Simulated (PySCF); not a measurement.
Compound: C5H4F3O2 (charge -1).
Atom-mapped SMILES: `[O:1]=[C:2]([O-:3])/[CH:4]=[CH:5]/[CH2:6][C:7]([F:8])([F:9])[F:10]` (hydrogens: H11 on C4; H12 on C5; H13, H14 on C6)
Bond orders are those of one Lewis drawing.

Computed by this run: PySCF 2.14.0, PBE0-D3(BJ)/def2-SVP geometry optimisation, gas phase; density fitting, grid level 1; the optimiser is geomeTRIC in internal coordinates, started from a GFN2-xTB structure with every atom displaced at random (about 0.01 Å).

Step 0: E = -17465.0936 eV
```
atom  x, y, z in Å  |  force x, y, z in eV/Å
O1      3.5153    0.4660    1.3701   -0.202   0.220   0.095
C2      2.7446   -0.1437    0.6018    0.357   0.388   0.295
O3      2.9442   -1.1743   -0.0497   -0.012  -0.714  -0.457
C4      1.3600    0.4898    0.4303   -0.955  -0.515  -0.545
C5      0.3930   -0.0704   -0.3319    0.116   1.544   0.774
C6     -0.9847    0.5160   -0.5628    0.468  -0.678   0.331
C7     -2.0582   -0.4374   -0.1123   -1.412   0.034   0.633
F8     -2.0472   -1.6053   -0.7653    0.269   0.111   0.088
F9     -2.0373   -0.7136    1.2154    0.392   0.139  -0.830
F10    -3.3139    0.0774   -0.3226    0.618  -0.030  -0.109
H11     1.1529    1.4143    0.9759    0.048   0.230   0.074
H12     0.6252   -0.9915   -0.8226    0.336  -0.850  -0.461
H13    -1.1746    0.7114   -1.6354   -0.021   0.007   0.116
H14    -1.1264    1.4461    0.0012   -0.002   0.115  -0.003
```

**Question.** Estimate the geometry and energy of step 1. (The exact step hangs on the optimiser's Hessian estimate; all steps are aligned on step 0, rigid shifts and turns removed.)

**Answer.** E = -17465.1672 eV, largest force 0.616 eV/Å
```
atom  x, y, z in Å  |  force x, y, z in eV/Å
O1      3.5616    0.5559    1.2646    0.092   0.022   0.053
C2      2.7861   -0.1125    0.5576   -0.191   0.027  -0.085
O3      2.9684   -1.1633   -0.0848    0.101  -0.054   0.034
C4      1.3634    0.4805    0.4536   -0.033  -0.039  -0.014
C5      0.3970   -0.0974   -0.2651   -0.043  -0.245  -0.029
C6     -0.9715    0.4595   -0.4860   -0.109   0.068   0.090
C7     -2.1329   -0.4349   -0.1200    0.498   0.059  -0.359
F8     -2.0894   -1.5985   -0.7891   -0.095  -0.005   0.084
F9     -2.1973   -0.7245    1.1784   -0.058  -0.003   0.086
F10    -3.2930    0.1602   -0.4571   -0.213  -0.051   0.105
H11     1.1820    1.4229    0.9909    0.013   0.003  -0.013
H12     0.6633   -1.0408   -0.7688    0.031   0.148   0.080
H13    -1.1328    0.6800   -1.5573    0.000   0.072   0.019
H14    -1.1120    1.3979    0.0753    0.009  -0.003  -0.052
```

The energy changes by -0.0736 eV. The first-order estimate −F·Δx gives -0.2077 eV and the mean of the old and new forces, exact on a quadratic surface, -0.0784 eV. The step makes an angle of 80° with the force vector and moves no atom by more than 0.165 Å.

What follows is the cost of the whole optimisation. On Intel Xeon at 2.80 GHz, one thread, shared host with 64 logical CPUs at a one-minute load of 12, this took 2.3 min of wall time and 0.62 GiB of memory at its peak.
